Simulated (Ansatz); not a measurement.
Calculated with Ansatz (gas phase, PBE0-D4/def2-TZVP geometries, no zero-point term in ΔE). CBS: MP2 limit from def2 TZ/QZ plus the TZ coupled-cluster correction, frozen cores. This one scheme is used for every species. Functionals use def2-TZVPP. B3LYP here is the variant with VWN-RPA as its local correlation; programs differ in this. def2 core potentials past Kr. For Cd outer-core shells are correlated without core-valence functions, which leaves a few kJ/mol of doubt a bond. One conformer a species, not always the lowest.

Reaction (formal exchange of groups at a Cd–F bond): `C[CH2][Cd][F]` + CH₄ → `C[CH2][Cd][CH3]` + H–F

CCSD(T)/CBS gives +0.88 eV.

(1) Another level gave +1.06 eV. Which?
A. PBE0-D4/def2-TZVPP
B. B3LYP/def2-TZVPP
C. CCSD(T)/def2-TZVPP
D. revPBE/def2-TZVPP

Largest T1 diagnostic among the species: 0.014.

Answers

(1) B. B3LYP 1.06, revPBE 1.01, PBE0-D4 0.89, CCSD(T)/def2-TZVPP 0.81 eV.

The D4 term adds −0.05 eV with B3LYP and −0.03 eV with PBE0; it sums over pairs of atoms, weighted by their polarisabilities, and B3LYP, whose exchange is more repulsive, gets the larger term. In def2-TZVPP, CCSD(T) changes the Hartree–Fock value by −0.33 eV (the triples alone add −0.04 eV) and MP2 by −0.41 eV. From BLYP to BHLYP (50 % exact exchange), in def2-TZVPP and without D4, ΔE moves by −0.07 eV.
